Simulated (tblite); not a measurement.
Compound: C₄H₁₀OSeSi₂.
Atom-mapped SMILES: `[CH:1]#[C:2][Si@H:3]([SeH:4])[O:5][CH2:6][CH2:7][SiH3:8]` (hydrogens: H9 on C1; H10 on Si3; H11 on Se4; H12, H13 on C6; H14, H15 on C7; H16, H17, H18 on Si8)

Computed with GFN2-xTB (tblite), gas phase: L-BFGS steps from a force-field or distance-geometry start until the largest atomic force falls under 0.01 eV/Å.

Step 29: E = -662.5920 eV
```
atom  x, y, z in Å  |  force x, y, z in eV/Å
C1      2.1186    3.2641   -1.1805   -0.038  -0.061  -0.016
C2      1.8571    2.1807   -0.7293    0.054  -0.012   0.005
Si3     1.7985    0.5416    0.1138   -0.069   0.061   0.042
Se4     3.2842   -0.9207   -0.9029   -0.041  -0.053   0.107
O5      0.2714    0.0242    0.0148    0.000  -0.025  -0.039
C6     -0.2698   -1.1599    0.5503   -0.026  -0.023   0.031
C7     -1.6461   -1.4505   -0.0184   -0.001   0.062  -0.053
Si8    -2.8232    0.0387    0.1025    0.023   0.035  -0.012
H9      2.2996    4.2138   -1.5998   -0.052  -0.057   0.003
H10     2.2843    0.6638    1.4892   -0.020  -0.024   0.029
H11     3.7701   -1.4927    0.3338   -0.030   0.058  -0.120
H12    -0.3518   -1.0307    1.6354    0.060  -0.042   0.058
H13     0.4123   -1.9978    0.3506    0.046   0.022   0.018
H14    -2.0616   -2.3132    0.5087    0.087   0.061  -0.048
H15    -1.5563   -1.7272   -1.0682    0.075  -0.066  -0.031
H16    -4.1022   -0.4444   -0.4171   -0.087   0.030   0.008
H17    -2.3419    1.1592   -0.6915    0.036   0.056  -0.070
H18    -2.9520    0.4573    1.4969   -0.017  -0.022   0.087
```

Step 30: E = -662.5961 eV
```
atom  x, y, z in Å  |  force x, y, z in eV/Å
C1      2.1115    3.2602   -1.1862   -0.035  -0.076  -0.001
C2      1.8568    2.1776   -0.7279    0.053   0.005   0.011
Si3     1.7979    0.5417    0.1261   -0.068   0.129   0.013
Se4     3.2703   -0.9208   -0.8993    0.006  -0.095   0.099
O5      0.2710    0.0251    0.0263    0.011   0.006   0.008
C6     -0.2690   -1.1626    0.5532   -0.059  -0.018   0.016
C7     -1.6439   -1.4464   -0.0234   -0.014   0.040  -0.030
Si8    -2.8248    0.0434    0.1010    0.082  -0.011  -0.016
H9      2.2914    4.2099   -1.6089   -0.062  -0.097   0.014
H10     2.2926    0.6703    1.4975   -0.031  -0.029   0.028
H11     3.7797   -1.4961    0.3282   -0.048   0.075  -0.130
H12    -0.3607   -1.0460    1.6406    0.106  -0.028   0.002
H13     0.4163   -1.9969    0.3446    0.013   0.027   0.048
H14    -2.0575   -2.3103    0.5038    0.059   0.061  -0.077
H15    -1.5497   -1.7211   -1.0740    0.060  -0.059  -0.009
H16    -4.1050   -0.4414   -0.4159   -0.072   0.038   0.010
H17    -2.3358    1.1606   -0.6944    0.017   0.051  -0.060
H18    -2.9500    0.4592    1.4972   -0.019  -0.021   0.073
```

Step 31: E = -662.6006 eV
```
atom  x, y, z in Å  |  force x, y, z in eV/Å
C1      2.1019    3.2545   -1.1938   -0.025  -0.076   0.011
C2      1.8552    2.1736   -0.7272    0.045   0.015   0.023
Si3     1.7977    0.5446    0.1412   -0.055   0.139  -0.008
Se4     3.2543   -0.9231   -0.8944    0.022  -0.101   0.047
O5      0.2718    0.0267    0.0438    0.003   0.022   0.063
C6     -0.2686   -1.1665    0.5577   -0.060   0.001  -0.002
C7     -1.6411   -1.4402   -0.0304   -0.010   0.006  -0.006
Si8    -2.8259    0.0495    0.0984    0.113  -0.043  -0.016
H9      2.2807    4.2032   -1.6198   -0.067  -0.109   0.011
H10     2.3041    0.6773    1.5078   -0.040  -0.028   0.027
H11     3.7885   -1.4965    0.3200   -0.042   0.067  -0.089
H12    -0.3679   -1.0679    1.6483    0.133   0.001  -0.066
H13     0.4202   -1.9966    0.3392   -0.021   0.035   0.064
H14    -2.0522   -2.3063    0.4941    0.010   0.042  -0.085
H15    -1.5410   -1.7143   -1.0813    0.049  -0.033   0.013
H16    -4.1095   -0.4375   -0.4146   -0.027   0.058   0.022
H17    -2.3288    1.1638   -0.6992   -0.010   0.031  -0.037
H18    -2.9481    0.4619    1.4983   -0.015  -0.027   0.029
```

Q: Estimate the geometry and energy of step 32. (The exact step hangs on the optimiser's Hessian estimate; all steps are aligned on step 31, rigid shifts and turns removed.)

A: E = -662.6044 eV, largest force 0.168 eV/Å
```
atom  x, y, z in Å  |  force x, y, z in eV/Å
C1      2.0919    3.2480   -1.2014   -0.012  -0.059   0.015
C2      1.8524    2.1696   -0.7265    0.030   0.013   0.036
Si3     1.7979    0.5502    0.1562   -0.035   0.072  -0.009
Se4     3.2398   -0.9276   -0.8897   -0.003  -0.067  -0.027
O5      0.2735    0.0296    0.0658   -0.022   0.023   0.098
C6     -0.2690   -1.1703    0.5626   -0.029   0.021  -0.013
C7     -1.6385   -1.4339   -0.0373    0.010  -0.021   0.005
Si8    -2.8251    0.0551    0.0957    0.103  -0.047  -0.011
H9      2.2691    4.1944   -1.6311   -0.065  -0.082  -0.010
H10     2.3171    0.6842    1.5179   -0.045  -0.024   0.022
H11     3.7957   -1.4944    0.3111   -0.016   0.040  -0.013
H12    -0.3721   -1.0919    1.6555    0.129   0.036  -0.101
H13     0.4222   -1.9967    0.3356   -0.036   0.037   0.054
H14    -2.0484   -2.3027    0.4809   -0.041   0.009  -0.066
H15    -1.5323   -1.7072   -1.0881    0.046  -0.003   0.017
H16    -4.1136   -0.4331   -0.4134    0.028   0.079   0.036
H17    -2.3227    1.1678   -0.7044   -0.034   0.008  -0.013
H18    -2.9465    0.4651    1.4991   -0.008  -0.036  -0.021
```

The energy changes by -0.0038 eV. The first-order estimate −F·Δx gives -0.0053 eV and the mean of the old and new forces, exact on a quadratic surface, -0.0038 eV. The step makes an angle of 76° with the force vector and moves no atom by more than 0.025 Å.

What follows is the cost of the whole relaxation. On Arm Neoverse N1, one thread, no GPU, shared host with 64 logical CPUs at a one-minute load of 60, this took 3.4 s.
